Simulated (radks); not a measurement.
Problem. These are the eigenvalues of the occupied orbitals of an atom or ion with whole-number occupations (eV). All-electron calculation, scalar-relativistic Kohn-Sham, PBE, spin-polarised, spherical densities, finite nucleus; Fermi nuclear charge, rms radius of each element as measured or else 0.836 A^(1/3) + 0.57 fm. Program: a radial shooting solver on a logarithmic mesh with Libxc functionals.

orbital  eigenvalue
1s up     -38754.15
1s down   -38754.14
2s up     -6174.308
2s down   -6174.272
2p up     -5534.654
2p down   -5534.626
3s up     -1325.189
3s down   -1325.167
3p up     -1120.901
3p down   -1120.877
3d up     -827.3315
3d down   -827.2997
4s up     -272.2618
4s down   -272.2001
4p up     -205.8236
4p down   -205.7648
4d up     -109.6722
4d down   -109.6070
5s up      -44.8752
5s down    -44.4629
5p up      -28.4198
5p down    -27.8343
5d up       -8.9199
6s up       -8.7673

Which element is it, and in what charge state? The configuration may be excited. Open shells, if any, are filled with parallel spins first.

Solution. Z = 57, lanthanum, charge +1: La+ in [Xe] 5d1 6s1. The list shows which subshells hold electrons but not how many an open one holds; the 1s level, -1424.2 hartree, gives Z - s = 53.4 by -(Z - s)^2/2, which with screening and relativity narrows Z to a few neighbours, and the depths of the outer levels then fix element, charge and occupations together.
